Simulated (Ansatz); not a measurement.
Molecule: sum formula SiHCl$_{3}$ (charge 0, singlet). 
Structure (B3LYP-D3(BJ)/def2-TZVP (Ansatz, a first-principles code) minimum search):
```
Si
H 1 1.4634
Cl 1 2.0409 2 109.41
Cl 1 2.0409 2 109.41 3 120.00
Cl 1 2.0409 2 109.41 3 -120.00
```

Wanted: atomisation energy (electronic, to ground-state atoms), in eV. Correlated levels leave the core frozen unless marked. UHF or UKS for open shells. Spin-orbit coupling is left out. Non-relativistic. The coupled-cluster limit lacks core correlation, which all-electron functionals hold. CBS marks a two-point X^-3 extrapolation of the correlation energy; Hartree-Fock from the larger set (for Q and 5 zeta extrapolated as (X+1)exp(-9√X)).

```tsv
level	program	atomisation energy (eV)
PBE/def2-TZVPD	Ansatz	16.03
revPBE/def2-TZVPD	Ansatz	15.37
```

Q: Estimate the value at CCSD(T)/CBS(cc-pV(Q+d)Z,cc-pV(5+d)Z) as computed with Ansatz.

A: 16.28 eV
